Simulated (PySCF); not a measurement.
# Ionisation energy of Cu⁺ by level of theory

Cu⁺ [Ar] 3d10 (1S) → Cu²⁺ [Ar] 3d9 (2D), as a difference of total energies. Calculation: PySCF 2.14, in def2-TZVPPD; no relativity, point nucleus. Correlated levels: valence and next inner shell: [Ne] frozen. The calculations carry no spin-orbit coupling.

Problem. Order these methods by the ionisation energy they give, lowest first.
A. UHF
B. CCSD(T) (valence and next inner shell)
C. MP2 (valence and next inner shell)
D. CCSD (valence and next inner shell)

Solution. A (17.370 eV), D (20.065 eV), B (20.232 eV), C (21.538 eV).

A first-order spin-orbit estimate (lowest level to lowest level, LS coupling) adds -0.105 eV.

These non-relativistic numbers lack the scalar-relativistic shift.

Errors of the correlated levels include the incompleteness of this basis and the frozen core.

For comparison: 20.292 eV (measured; NIST Atomic Spectra Database, ionization energies).
